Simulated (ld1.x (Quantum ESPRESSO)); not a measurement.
**tungsten: TM pseudisation with PBE, scalar-relativistic reference atom.**

ld1.x (Quantum ESPRESSO) 7.5 was run on this input:

```
&input
   title='W', zed=74., rel=1, dft='PBE', iswitch=3,
   config='[Xe] 4f14 5d4 6s2 6p0',
   nld=3, rlderiv=1.80, eminld=-8.0, emaxld=5.0, deld=0.04
 /
 &inputp
   pseudotype=2, tm=.true., lloc=0,
   nlcc=.false.,
   file_pseudopw='W.UPF', file_wfcaegen='ae.wfc', file_wfcncgen='nc.wfc', file_beta='beta', file_chi='chi'
 /
3
5P  2  1   6.00   0.00  1.20  1.20  0.0
5D  3  2   4.00   0.00  1.65  1.65  0.0
5S  1  0   2.00   0.00  1.20  1.20  0.0
 &test
   configts(1)='5s2 5p6 5d4 6s2 6p0'
 /
```

Command:

```bash
ld1.x < W.in > W.out
```

Output (shortened: banner, matrices, multipoles, cross overlaps and the repeated all-electron block are left out):

```
Program LD1 v.7.5
     --------------------------- All-electron run ----------------------------

     W
     scalar relativistic calculation

     atomic number is 74.00
     dft =PBE   lsd =0 sic =0 latt =0  beta=0.20 tr2=1.0E-14
     Exchange-correlation= PBE
                           (   1   4   3   4   0   0   0)
     mesh =1273 r(mesh) =  99.08072 a.u. xmin = -7.00 dx = 0.01250
     1 Ry =  13.60569312 eV, c = 137.03599908

     n l     nl                  e(Ry)          e(Ha)          e(eV)
     1 0     1S 1( 2.00)     -5108.0325     -2554.0163    -69498.3227
     2 0     2S 1( 2.00)      -881.6250      -440.8125    -11995.1197
     2 1     2P 1( 6.00)      -770.9375      -385.4687    -10489.1389
     3 0     3S 1( 2.00)      -203.0444      -101.5222     -2762.5605
     3 1     3P 1( 6.00)      -170.2715       -85.1358     -2316.6624
     4 0     4S 1( 2.00)       -41.8880       -20.9440      -569.9155
     4 1     4P 1( 6.00)       -31.1402       -15.5701      -423.6836
     3 2     3D 1(10.00)      -132.6048       -66.3024     -1804.1802
     5 0     5S 1( 2.00)        -5.8117        -2.9059       -79.0726
     5 1     5P 1( 6.00)        -3.1753        -1.5876       -43.2016
     4 2     4D 1(10.00)       -17.5243        -8.7621      -238.4301
     4 3     4F 1(14.00)        -2.4407        -1.2203       -33.2069
     5 2     5D 1( 4.00)        -0.3293        -0.1646        -4.4800
     6 0     6S 1( 2.00)        -0.4199        -0.2099        -5.7127
     6 1     6P 1( 0.00)        -0.1001        -0.0500        -1.3613

     final scf error:  6.9E-15 reached in  30 iterations

     Etot =  -32285.036163 Ry,  -16142.518081 Ha, -439260.294494 eV

     Ekin =   35580.599384 Ry,   17790.299692 Ha,  484098.716355 eV
     Encl =  -79832.739882 Ry,  -39916.369941 Ha,-1086179.759999 eV
     Eh   =   12612.479938 Ry,    6306.239969 Ha,  171601.531560 eV
     Exc  =    -645.375604 Ry,    -322.687802 Ha,   -8780.782411 eV

     normalization and overlap integrals

     s(1S/1S) =  1.000000  <r> =   0.0183  <r2> =    0.0005  r(max) =   0.0115
     s(2S/2S) =  1.000000  <r> =   0.0776  <r2> =    0.0071  r(max) =   0.0653
     s(2P/2P) =  1.000000  <r> =   0.0694  <r2> =    0.0059  r(max) =   0.0541
     s(3S/3S) =  1.000000  <r> =   0.2010  <r2> =    0.0462  r(max) =   0.1842
     s(3P/3P) =  1.000000  <r> =   0.2013  <r2> =    0.0470  r(max) =   0.1842
     s(4S/4S) =  1.000000  <r> =   0.4495  <r2> =    0.2281  r(max) =   0.4204
     s(4P/4P) =  1.000000  <r> =   0.4780  <r2> =    0.2599  r(max) =   0.4419
     s(3D/3D) =  1.000000  <r> =   0.1824  <r2> =    0.0390  r(max) =   0.1490
     s(5S/5S) =  1.000000  <r> =   1.0670  <r2> =    1.2795  r(max) =   0.9593
     s(5P/5P) =  1.000000  <r> =   1.2493  <r2> =    1.7716  r(max) =   1.0870
     s(4D/4D) =  1.000000  <r> =   0.5113  <r2> =    0.3030  r(max) =   0.4531
     s(4F/4F) =  1.000000  <r> =   0.6078  <r2> =    0.4644  r(max) =   0.4310
     s(5D/5D) =  1.000000  <r> =   2.0741  <r2> =    5.2814  r(max) =   1.4858
     s(6S/6S) =  1.000000  <r> =   3.1762  <r2> =   11.5366  r(max) =   2.6736
     s(6P/6P) =  1.000000  <r> =   4.8422  <r2> =   27.6044  r(max) =   3.7469

     ------------------------ End of All-electron run ------------------------

     --------------------- Generating NC pseudopotential ---------------------

      Generating local pot.: lloc=0, matching radius rcloc =   1.2000

      Wfc   5P  rcut= 1.186  Using Troullier-Martins method

      Wfc   5D  rcut= 1.642  Using Troullier-Martins method

     ------------------- End of pseudopotential generation -------------------

     Computing logarithmic derivative in   1.80346
     Computing logarithmic derivative in   1.80346
     Computing the partial wave expansion
       no projector for channel:   0
     R is outside the sphere for l=    1 j= 0.00
     R is outside the sphere for l=    2 j= 0.00

     ---------------------- Testing the pseudopotential ----------------------

     W
     scalar relativistic calculation

     atomic number is 74.00   valence charge is 14.00
     dft =PBE   lsd =0 sic =0 latt =0  beta=0.20 tr2=1.0E-14
     mesh =1273 r(mesh) =  99.08072 xmin = -7.00 dx = 0.01250

     n l     nl             e AE (Ry)        e PS (Ry)    De AE-PS (Ry)
     1 0     5S   1( 2.00)       -5.81173       -5.81181        0.00007
     2 1     5P   1( 6.00)       -3.17526       -3.17531        0.00005
     3 2     5D   1( 4.00)       -0.32927       -0.32927       -0.00001
     2 0     6S   1( 2.00)       -0.41988       -0.42860        0.00872  !
     3 1     6P   1( 0.00)       -0.10005       -0.10080        0.00075

     eps = 8.8E-15  iter = 26

     Etot =  -32285.036163 Ry,  -16142.518081 Ha, -439260.294494 eV
     Etotps =  -135.602467 Ry,     -67.801234 Ha,   -1844.965554 eV

     Ekin =      41.655193 Ry,      20.827597 Ha,     566.747775 eV
     Encl =    -273.408258 Ry,    -136.704129 Ha,   -3719.908855 eV
     Ehrt =     107.145151 Ry,      53.572575 Ha,    1457.784038 eV
     Ecxc =     -14.716199 Ry,      -7.358099 Ha,    -200.224081 eV
     Epseu=       3.721646 Ry,       1.860823 Ha,      50.635568 eV

     ---------------------- End of pseudopotential test ----------------------
```

Generation and configuration tests took about 2.4 s on one core of a shared server CPU.
